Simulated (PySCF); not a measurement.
SiBr4, SMILES Br[Si](Br)(Br)Br.

Coordinates come from a ωB97X-D3(BJ)/def2-SVP optimisation. The isomer is the one that the SMILES or the coordinates give; other isomers of the formula were not compared.

Calculation: PBE/def2-TZVP (PySCF).

Symmetry labels are those of the subgroup Cs that the program uses (full group C3v).

**Question.** List the valence orbital energies around the gap with their symmetry. (The exact figures need the calculation; the answer reports its results.)

**Answer.** 
| orbital | symmetry | energy (eV) |
|---|---|---|
| HOMO−7 | A' | -8.38 |
| HOMO−6 | A" | -8.38 |
| HOMO−5 | A' | -8.12 |
| HOMO−4 | A' | -8.12 |
| HOMO−3 | A" | -8.12 |
| HOMO−2 | A' | -7.39 |
| HOMO−1 | A" | -7.39 |
| HOMO | A" | -7.39 |
| LUMO | A' | -2.45 |
| LUMO+1 | A' | -0.91 |
| LUMO+2 | A' | -0.91 |
| LUMO+3 | A" | -0.91 |
